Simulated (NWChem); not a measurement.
System: C2H5FOSi; SMILES C=CO[SiH2]F

NWChem input:

```
start job
memory heap 200 mb stack 900 mb global 1100 mb
geometry units angstroms noautoz
  C      0.376458    -2.742485     0.033602
  C     -0.213444    -1.580181    -0.234186
  O     -0.027409    -0.471388     0.525773
  Si    -0.525960     1.074813     0.198624
  F      0.532125     1.802573    -0.786118
  H      1.055421    -2.847687     0.882378
  H      0.181842    -3.606503    -0.602240
  H     -0.897669    -1.463207    -1.086330
  H     -1.831234     1.040662    -0.511704
  H     -0.535565     1.795398     1.488644
end
basis spherical
  C library 6-31g*
  O library 6-31g*
  Si library 6-31g*
  F library 6-31g*
  H library 6-31g*
end
dft
  xc xpbe96 cpbe96
  iterations 150
  mulliken
end
task dft energy
```

The geometry was optimised at PBE0/def2-SVP.

Problem. Predict the main results of this run. (PBE/6-31G* (spherical d).) Quantities: energy (Ha); highest occupied level (eV); orbital gap (eV); dipole (D).

Solution. The energy (Ha) is -543.38, the highest occupied level (eV) is -5.63 and the orbital gap (eV) is 5.39. The dipole (D) is 1.27.
